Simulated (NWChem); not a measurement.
**Correlation energy of HSe**

```xyz
2

Se     0.0000     0.0000     0.0421
H      0.0000     0.0000    -1.4314
```
Charge 0, spin multiplicity 2.

All runs are NWChem calculations. All single points use one geometry, from UPBE0/def2-SVP, a minimum by its harmonic frequencies.

Basis set: def2-SVP. Each correlation energy counts from its own Hartree-Fock reference.

The Hamiltonian is non-relativistic. The correlated methods keep 9 core orbitals frozen. The structure started from a generated list of species. The unpaired electrons of the parent sit in orbitals of symmetry b1 (C2v labels of the run); other states weren't searched. The stability of the SCF solutions was not checked. Open-shell Hartree-Fock references start from PBE0 orbitals. Coupled-cluster values serve here as a point of comparison, not as the truth.

**Question.** For the correlation energy, UMP2 gives -216.5 mHa and SCS-UMP2 gives -203.3 mHa. What do CCSD on UHF, CCSD[T] on UHF, CCSD(T) on UHF give?

**Answer.** CCSD on UHF: -227.1 mHa; CCSD[T] on UHF: -231.9 mHa; CCSD(T) on UHF: -231.6 mHa.
